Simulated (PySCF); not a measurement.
## MN15 on F⁺ (fluorine, charge +1)

Configuration: [He] 2s2 2p4, high-spin 3P determinant. Computed with PySCF 2.14 in 6-31G* (3s2p1d, 14 functions), with no relativity, point nucleus.

* Total energy: -98.9929 hartree
* One-electron energy: -133.0332 hartree
* Hartree (Coulomb) energy: 43.8728 hartree
* Exchange-correlation energy: -9.8325 hartree
* Kinetic energy: 98.46127 hartree
* ⟨S²⟩: 2.0005
* ⟨L²⟩: 2.002
* Sum of ⟨r⟩: 6.209 bohr
* Sum of ⟨r²⟩: 7.286 bohr²
* Traceless quadrupole moment −½Σ⟨3z² − r²⟩ along its main axis: -0.503 e·bohr²
* Density at the nucleus (Gaussians lack the cusp): 421 bohr⁻³
* Spin density at the nucleus: 0.0761 bohr⁻³
* Langevin diamagnetic susceptibility: -5.77 ×10⁻⁶ cm³/mol
* Time after the integrals: 0.1 s of wall time on 1 thread of Neoverse-V2 (shared host)

| shell | electrons | mean orbital energy (eV) | spread (eV) | rms radius, mean of both spins (bohr) |
| --- | --- | --- | --- | --- |
| 1s α | 1 | -685.13 | 0 | 0.205 |
| 1s β | 1 | -683.96 | 0 | 0.205 |
| 2s α | 1 | -52.380 | 0 | 1.09 |
| 2s β | 1 | -48.132 | 0 | 1.09 |
| 2p α | 3 | -33.615 | 2.000 | 1.10 |
| 2p β | 1 | -30.045 | 0 | 1.10 |
